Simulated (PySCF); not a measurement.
PySCF input file for Be(Me) (CH3Be), SMILES [Be][CH3], multiplicity 2, TDA-B3LYP/def2-TZVPD. Coordinates come from a PBE-D3(BJ)/def2-TZVPD optimisation. The multiplicity is an assumed one; other spin states were not compared. The isomer is the one that the SMILES or the coordinates give; other isomers of the formula were not compared.

```python
import numpy as np
from pyscf import gto, scf, dft, tdscf

mol = gto.M(
    atom='''
    Be    0.00000000    0.00000000   -1.26194414
    C     0.00000000    0.00000000    0.42574484
    H     0.88853466    0.51299572    0.83110251
    H    -0.00000000   -1.02599145    0.83110250
    H    -0.88853466    0.51299572    0.83110250
    ''',
    basis='def2-TZVPD',
    charge=0,
    spin=1,
    max_memory=1600,
    verbose=4,
)
mf = dft.UKS(mol, xc='b3lyp').density_fit(auxbasis='def2-universal-jkfit')
mf.grids.level = 3
mf.conv_tol = 1e-9
mf.max_cycle = 100
mf.kernel()
fine, coarse = mf.grids, dft.Grids(mol).set(level=1).build(with_non0tab=True)
for _ in range(3):  # follow internal instabilities
    mf.grids = coarse
    mo, _, stable, _ = mf.stability(return_status=True, nroots=4)
    mf.grids = fine
    if stable:
        break
    mf.kernel(mf.make_rdm1(mo, mf.mo_occ))
mf.grids = dft.Grids(mol).set(level=1).build(with_non0tab=True)  # coarser grid for the response kernel
td = tdscf.TDA(mf)
td.nstates = 10
td.conv_tol = 1e-4
td.positive_eig_threshold = 1e-6
td.kernel(x0=td.get_init_guess(mf, 15))
td.analyze()
```

Log of the run:

```
PySCF version 2.14.0

[INPUT] verbose = 4
[INPUT] num. atoms = 5
[INPUT] num. electrons = 13
[INPUT] charge = 0
[INPUT] spin (= nelec alpha-beta = 2S) = 1
[INPUT] symmetry False subgroup None
[INPUT] Mole.unit = angstrom
[INPUT] Symbol           X                Y                Z      unit          X                Y                Z       unit  Magmom
[INPUT]  1 Be     0.000000000000   0.000000000000  -1.261944140000 AA    0.000000000000   0.000000000000  -2.384728809100 Bohr   0.0
[INPUT]  2 C      0.000000000000   0.000000000000   0.425744840000 AA    0.000000000000   0.000000000000   0.804541146547 Bohr   0.0
[INPUT]  3 H      0.888534660000   0.512995720000   0.831102510000 AA    1.679087159584   0.969421413874   1.570556125339 Bohr   0.0
[INPUT]  4 H      0.000000000000  -1.025991450000   0.831102500000 AA    0.000000000000  -1.938842846645   1.570556106441 Bohr   0.0
[INPUT]  5 H     -0.888534660000   0.512995720000   0.831102500000 AA   -1.679087159584   0.969421413874   1.570556106441 Bohr   0.0

nuclear repulsion = 19.7772162321394
number of shells = 38
number of NR pGTOs = 116
number of NR cGTOs = 86
basis = def2-TZVPD
ecp = {}


******** <class 'pyscf.df.df_jk.DFUKS'> ********
method = DFUKS
initial guess = minao
damping factor = 0
level_shift factor = 0
DIIS = <class 'pyscf.scf.diis.CDIIS'>
diis_start_cycle = 1
diis_space = 8
diis_damp = 0
SCF conv_tol = 1e-09
SCF conv_tol_grad = None
SCF max_cycles = 100
direct_scf = False
number electrons alpha = 7  beta = 6
XC library pyscf.dft.libxc version 7.1.2
    S. Lehtola, C. Steigemann, M. J. T. Oliveira, and M. A. L. Marques,  SoftwareX 7, 1–5 (2018)
XC functionals = b3lyp
    P. J. Stephens, F. J. Devlin, C. F. Chabalowski, and M. J. Frisch,  J. Phys. Chem. 98, 11623 (1994)
radial grids:
    Treutler-Ahlrichs [JCP 102, 346 (1995); DOI:10.1063/1.469408] (M4) radial grids

becke partition: Becke, JCP 88, 2547 (1988); DOI:10.1063/1.454033
pruning grids: <function nwchem_prune>
grids dens level: 3
symmetrized grids: False
atomic radii adjust function: <function treutler_atomic_radii_adjust>
small_rho_cutoff = 0
Set gradient conv threshold to 3.16228e-05
tot grids = 57264
******** <class 'pyscf.df.df.DF'> ********
auxbasis = def2-universal-jkfit
init E= -54.5751641009409
  alpha nocc = 7  HOMO = -0.155890264159622  LUMO = -0.0432538684010654
  beta  nocc = 6  HOMO = -0.386578569534779  LUMO = -0.155890264159622

WARN: HOMO -0.155890264159622 >= LUMO -0.155890264159622

cycle= 1 E= -54.565314310177  delta_E= 0.00985  |g|= 0.305  |ddm|= 1.89
  alpha nocc = 7  HOMO = -0.170422711784399  LUMO = -0.00904520259152381
  beta  nocc = 6  HOMO = -0.230199194816846  LUMO = -0.0728255354535712
  HOMO = -0.170422711784  LUMO = -0.0728255354536  gap/eV = 2.65575
cycle= 2 E= -54.5243166975904  delta_E= 0.041  |g|= 0.402  |ddm|= 0.782
  alpha nocc = 7  HOMO = -0.19373336935149  LUMO = -0.0183607226823361
  beta  nocc = 6  HOMO = -0.313916302636441  LUMO = -0.0834580449073563
  HOMO = -0.193733369351  LUMO = -0.0834580449074  gap/eV = 3.00074
cycle= 3 E= -54.6171820918476  delta_E= -0.0929  |g|= 0.0151  |ddm|= 0.452
  alpha nocc = 7  HOMO = -0.192690869537794  LUMO = -0.0149548776473042
  beta  nocc = 6  HOMO = -0.309764565616756  LUMO = -0.0748851783645534
  HOMO = -0.192690869538  LUMO = -0.0748851783646  gap/eV = 3.20566
cycle= 4 E= -54.6174148888194  delta_E= -0.000233  |g|= 0.00268  |ddm|= 0.049
  alpha nocc = 7  HOMO = -0.192550652333473  LUMO = -0.0143996292797033
  beta  nocc = 6  HOMO = -0.309786463583148  LUMO = -0.0733736069308701
  HOMO = -0.192550652333  LUMO = -0.0733736069309  gap/eV = 3.24297
cycle= 5 E= -54.6174251394826  delta_E= -1.03e-05  |g|= 0.00101  |ddm|= 0.0104
  alpha nocc = 7  HOMO = -0.192841049874833  LUMO = -0.0144586788098128
  beta  nocc = 6  HOMO = -0.310065823694943  LUMO = -0.0732293869355605
  HOMO = -0.192841049875  LUMO = -0.0732293869356  gap/eV = 3.25480
cycle= 6 E= -54.6174264943664  delta_E= -1.35e-06  |g|= 0.000276  |ddm|= 0.00413
  alpha nocc = 7  HOMO = -0.192733598453406  LUMO = -0.014344909212538
  beta  nocc = 6  HOMO = -0.309992671158261  LUMO = -0.073074882646015
  HOMO = -0.192733598453  LUMO = -0.073074882646  gap/eV = 3.25608
cycle= 7 E= -54.6174265942007  delta_E= -9.98e-08  |g|= 5.51e-05  |ddm|= 0.00134
  alpha nocc = 7  HOMO = -0.192754079365265  LUMO = -0.0143512546652321
  beta  nocc = 6  HOMO = -0.310005660784846  LUMO = -0.0730920198954905
  HOMO = -0.192754079365  LUMO = -0.0730920198955  gap/eV = 3.25617
cycle= 8 E= -54.6174265984314  delta_E= -4.23e-09  |g|= 8.22e-06  |ddm|= 0.000244
  alpha nocc = 7  HOMO = -0.192753397680123  LUMO = -0.0143517029423461
  beta  nocc = 6  HOMO = -0.310008493073383  LUMO = -0.0730940106649776
  HOMO = -0.19275339768  LUMO = -0.073094010665  gap/eV = 3.25610
cycle= 9 E= -54.6174265985313  delta_E= -9.99e-11  |g|= 2.01e-06  |ddm|= 4.06e-05
  alpha nocc = 7  HOMO = -0.19275333607118  LUMO = -0.014351580659857
  beta  nocc = 6  HOMO = -0.310008055501465  LUMO = -0.0730938425210841
  HOMO = -0.192753336071  LUMO = -0.0730938425211  gap/eV = 3.25610
Extra cycle  E= -54.6174265985365  delta_E= -5.2e-12  |g|= 1.05e-06  |ddm|= 7.43e-06
converged SCF energy = -54.6174265985365  <S^2> = 0.75081838  2S+1 = 2.0008182
tot grids = 17680
uhf_internal: lowest eigs of H = [0.2117806  0.21180385 0.3334665  0.36921501]
<class 'pyscf.df.df_jk.DFUKS'> wavefunction is stable in the internal stability analysis
tot grids = 17680
Overwritten attributes  positive_eig_threshold  of <class 'pyscf.tdscf.uks.TDA'>


******** <class 'pyscf.tdscf.uks.TDA'> for <class 'pyscf.df.df_jk.DFUKS'> ********
nstates = 10
deg_eia_thresh = 1.000e-03
wfnsym = None
conv_tol = 0.0001
eigh lindep = 1e-12
eigh level_shift = 0
eigh max_cycle = 100


Excitation energies (eV)
[2.97025496 2.97027183 4.64045488 5.18143005 5.44264616 5.44270043
 5.44831959 6.14528296 6.14528477 6.57487291]

** Excitation energies and oscillator strengths **
Excited State   1:      2.97025 eV    417.42 nm  f=0.0758
       7a ->    8a     -0.98585
       7a ->   12a     -0.10991
Excited State   2:      2.97027 eV    417.42 nm  f=0.0758
       7a ->    9a      0.98585
       7a ->   13a      0.10991
Excited State   3:      4.64045 eV    267.18 nm  f=0.0496
       7a ->   10a     -0.96115
       6b ->    7b      0.25656
Excited State   4:      5.18143 eV    239.29 nm  f=0.1687
       7a ->   10a     -0.19891
       7a ->   11a      0.53167
       6b ->    7b     -0.81214
Excited State   5:      5.44265 eV    227.80 nm  f=0.0287
       7a ->    8a     -0.11936
       7a ->   12a      0.98709
Excited State   6:      5.44270 eV    227.80 nm  f=0.0287
       7a ->    9a      0.11936
       7a ->   13a     -0.98708
Excited State   7:      5.44832 eV    227.56 nm  f=0.0019
       7a ->   10a      0.17568
       7a ->   11a      0.84095
       6b ->    7b      0.49597
Excited State   8:      6.14528 eV    201.76 nm  f=0.0025
       6a ->    9a      0.76886
       6a ->   13a      0.12498
       6b ->    9b      0.59125
       6b ->   12b     -0.16284
Excited State   9:      6.14528 eV    201.76 nm  f=0.0025
       6a ->    8a     -0.76887
       6a ->   12a     -0.12498
       6b ->    8b     -0.59125
       6b ->   11b     -0.16283
Excited State  10:      6.57487 eV    188.57 nm  f=0.0074
       7a ->   14a      0.99171

** Transition electric dipole moments (AU) **
state          X           Y           Z        Dip. S.      Osc.
  1         1.0204      0.0001     -0.0000      1.0413      0.0758
  2         0.0001     -1.0204      0.0000      1.0413      0.0758
  3        -0.0000      0.0000     -0.6608      0.4366      0.0496
  4        -0.0000     -0.0000     -1.1529      1.3292      0.1687
  5         0.4641      0.0000      0.0000      0.2154      0.0287
  6         0.0000     -0.4641     -0.0006      0.2154      0.0287
  7         0.0000      0.0021     -0.1182      0.0140      0.0019
  8         0.0001      0.1299      0.0000      0.0169      0.0025
  9        -0.1299      0.0001      0.0000      0.0169      0.0025
 10        -0.0000     -0.0000     -0.2147      0.0461      0.0074

** Transition velocity dipole moments (imaginary part, AU) **
state          X           Y           Z        Dip. S.      Osc.
  1         0.0673      0.0000     -0.0000      0.0045      0.0276
  2         0.0000     -0.0673      0.0000      0.0045      0.0276
  3        -0.0000      0.0000     -0.1048      0.0110      0.0429
  4        -0.0000     -0.0000     -0.2213      0.0490      0.1715
  5         0.0877      0.0000      0.0000      0.0077      0.0256
  6         0.0000     -0.0877     -0.0003      0.0077      0.0256
  7         0.0000      0.0004     -0.0685      0.0047      0.0156
  8         0.0000      0.0197      0.0000      0.0004      0.0011
  9        -0.0197      0.0000      0.0000      0.0004      0.0011
 10        -0.0000     -0.0000     -0.0653      0.0043      0.0118

** Transition magnetic dipole moments (imaginary part, AU) **
state          X           Y           Z
  1        -0.0001      1.0362     -0.0000
  2         1.0362      0.0001     -0.0000
  3         0.0000     -0.0000      0.0000
  4         0.0000     -0.0000      0.0000
  5        -0.0000      0.0187      0.0000
  6         0.0187      0.0000      0.0000
  7        -0.0001      0.0000     -0.0000
  8        -0.0260      0.0000     -0.0000
  9        -0.0000     -0.0259      0.0000
 10         0.0000      0.0000     -0.0000
```

Self-consistency was reached.
